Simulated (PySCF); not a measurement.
**Basis and Hamiltonian dependence of the excitation energy of Fe**

Fe [Ar] 3d6 4s2 (5D) → Fe [Ar] 3d5 4s2 5s1, s spin flipped. Calculated with PySCF 2.14 from differences of total energies of unrestricted determinants, without spin-orbit coupling. Values in eV.

| basis | Hamiltonian | functions | UHF | PBE0 | MP2 (valence) |
| --- | --- | --- | --- | --- | --- |
| aug-cc-pVDZ-DK | spin-free X2C | 59 | 6.204 | 8.437 | 7.566 |
| aug-cc-pVTZ-DK | spin-free X2C | 93 | 6.079 | 8.399 | 7.629 |
| def2-QZVPPD | non-relativistic | 100 | 6.911 | 9.026 | 8.346 |
| aug-cc-pwCVTZ-DK | spin-free X2C | 127 | 6.082 | 8.401 | 7.714 |

Frozen in the all-electron rows: valence: [Ar].

In the upper determinant the s electron has its spin opposite to the other open shell, which mixes two multiplicities. Non-relativistic rows lack the scalar-relativistic shift. The upper state lies above the first ionisation limit, where it may autoionise and the basis confines it. A Rydberg-like electron needs more diffuse functions than a valence basis has.
